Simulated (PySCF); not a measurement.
Gas-phase reaction: 3 InCH3 + 4 C3H7 (i-propyl) ⇌ 3 In(CH3)3 + 2 C3H5 (allyl)

Energies from PySCF, thermal terms from the rigid-rotor harmonic-oscillator model, ideal gas at 1 bar. S°(298 K) at PBE0/def2-TZVP differs from the NASA 1993 table for C3H5 (allyl) (-17 J/mol/K); whether the harmonic model or the table's entry is off was not settled. † marks an energy on the PBE0/def2-TZVP geometry and frequencies; other levels use their own. CCSD(T) freezes the core. Open shells (unrestricted): C3H7 (i-propyl) (multiplicity 2), C3H5 (allyl) (multiplicity 2); the rest are closed-shell singlets. In: scalar-relativistic def2 core potential, no spin-orbit coupling. Methyl groups turn as free rotors in In(CH3)3. InCH3: computed as isolated molecules; such fragments, hydroxides, amides, oligomers or adducts are transient or little studied in the gas. CCSD(T) isn't extrapolated to the basis-set limit. The harmonic model lacks anharmonicity and excited electronic states, which grow with temperature; levels with a mode under 35 cm⁻¹ are left out. Internal rotation in C3H7 (i-propyl) is treated as a harmonic vibration of one conformer, which makes the entropy rough. Soft modes under 120 cm⁻¹ make the harmonic entropy rough for In(CH3)3. Warning, spin contamination: C3H5 (allyl) (CCSD(T)/def2-SVP†).

```
level              ΔE electronic, kJ  ΔH°(298 K), kJ  ΔS°(298 K), J/K  ΔG°(600 K), kJ
-----------------  -----------------  --------------  ---------------  --------------
CCSD(T)/def2-SVP†               -155            -172             -325              21
PBE/def2-SVP                    -131            -145             -319              45
PBE0/def2-SVP†                  -125            -142             -325              51
PBE0/def2-TZVP                  -182            -199             -325              -6
r2SCAN/def2-TZVP†               -204            -221             -325             -28
```
ΔH° is lowest at r2SCAN/def2-TZVP† and highest at PBE0/def2-SVP†. No reference value is set beside these.
